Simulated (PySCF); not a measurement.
## Two-photon absorption: SMILES CC(C)=C=C(C)[SiH3], C$_{6}$H$_{12}$Si

Molfile (atoms numbered from 1):
```
C6H12Si
     RDKit          3D

 19 18  0  0  0  0  0  0  0  0999 V2000
   -2.1692    1.2185   -0.3477 C   0  0  0  0  0  0  0  0  0  0  0  0
   -1.3809   -0.0352   -0.0809 C   0  0  0  0  0  0  0  0  0  0  0  0
   -2.1351   -1.2022    0.4970 C   0  0  0  0  0  0  0  0  0  0  0  0
   -0.0928   -0.1068   -0.3385 C   0  0  0  0  0  0  0  0  0  0  0  0
    1.2012   -0.1650   -0.5616 C   0  0  0  0  0  0  0  0  0  0  0  0
    1.8028   -0.6129   -1.8723 C   0  0  0  0  0  0  0  0  0  0  0  0
    2.3377    0.3355    0.8492 Si  0  0  0  0  0  4  0  0  0  0  0  0
   -1.5411    2.0160   -0.7661 H   0  0  0  0  0  0  0  0  0  0  0  0
   -2.6294    1.5904    0.5836 H   0  0  0  0  0  0  0  0  0  0  0  0
   -2.9923    1.0167   -1.0542 H   0  0  0  0  0  0  0  0  0  0  0  0
   -2.5992   -0.9236    1.4585 H   0  0  0  0  0  0  0  0  0  0  0  0
   -1.4823   -2.0688    0.6657 H   0  0  0  0  0  0  0  0  0  0  0  0
   -2.9529   -1.5083   -0.1774 H   0  0  0  0  0  0  0  0  0  0  0  0
    1.0251   -0.8848   -2.6004 H   0  0  0  0  0  0  0  0  0  0  0  0
    2.4246    0.1846   -2.3118 H   0  0  0  0  0  0  0  0  0  0  0  0
    2.4598   -1.4863   -1.7260 H   0  0  0  0  0  0  0  0  0  0  0  0
    3.1991   -0.8188    1.2633 H   0  0  0  0  0  0  0  0  0  0  0  0
    3.2575    1.4355    0.4139 H   0  0  0  0  0  0  0  0  0  0  0  0
    1.5320    0.7951    2.0176 H   0  0  0  0  0  0  0  0  0  0  0  0
  1  2  1  0
  2  3  1  0
  2  4  2  0
  4  5  2  0
  5  6  1  0
  5  7  1  0
  1  8  1  0
  1  9  1  0
  1 10  1  0
  3 11  1  0
  3 12  1  0
  3 13  1  0
  6 14  1  0
  6 15  1  0
  6 16  1  0
  7 17  1  0
  7 18  1  0
  7 19  1  0
M  END
```

Computed with TDDFT CAM-B3LYP/aug-cc-pVDZ excited states, vertical, gas phase in PySCF 2.14.0. Geometry: PBE0-D3(BJ)/def2-SVP.

Problem. How strongly do the lowest singlets absorb one photon, and two photons of half the energy?

Solution. δ for parallel linear polarisation; σ at the peak of a Lorentzian of half width 0.1 eV, single beam; Ω is circular over linear.
| state | E (eV) | f | photon λ (nm) | δ (au) | σ (GM) | Ω | main |
| --- | --- | --- | --- | --- | --- | --- | --- |
| S1 | 5.29 | 0.000 | 469 | 0.37 | 0.00 | 1.50 | HOMO→LUMO+8 0.35, HOMO→LUMO+9 0.22 |
| S2 | 5.77 | 0.008 | 430 | 81.8 | 1.00 | 1.32 | HOMO→LUMO 0.84 |
| S3 | 6.07 | 0.002 | 408 | 7.84 | 0.11 | 1.50 | HOMO−1→LUMO+2 0.26, HOMO−1→LUMO 0.21 |
| S4 | 6.38 | 0.168 | 389 | 71 | 1.06 | 0.89 | HOMO→LUMO+2 0.52, HOMO→LUMO+1 0.27 |
| S5 | 6.43 | 0.001 | 386 | 40.2 | 0.61 | 1.50 | HOMO−1→LUMO 0.57, HOMO−1→LUMO+11 0.15 |
| S6 | 6.55 | 0.021 | 379 | 19.5 | 0.31 | 1.22 | HOMO→LUMO+1 0.53, HOMO→LUMO+4 0.19 |

Among these, the strongest one-photon state is S4, the strongest two-photon state S4, with a dipole change of 2.4 D (relaxed, norm of the difference vector).
